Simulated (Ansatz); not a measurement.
Question: Name a neutral molecule of C, O, Si and H with size of the dipole moment (PBE/def2-TZVPP) between 1.65 and 1.95 D and size of the dipole moment (B3LYP/def2-TZVPP) between 1.55 and 1.85 D (Ansatz, PBE0-D4/def2-TZVP geometry).

Answer: `CC[SiH](O)[SiH3]` (1.81 D, 1.82 D); `C=C[SiH](C)O` (1.79 D, 1.82 D); `CC(=O)O[SiH3]` (1.76 D, 1.81 D); `CO[SiH](O)O` (1.67 D, 1.73 D). Other molecules can fit too; these were computed, each in one conformer that needn't be the lowest.

B3LYP here is the variant with VWN-RPA as its local correlation; programs differ in this.
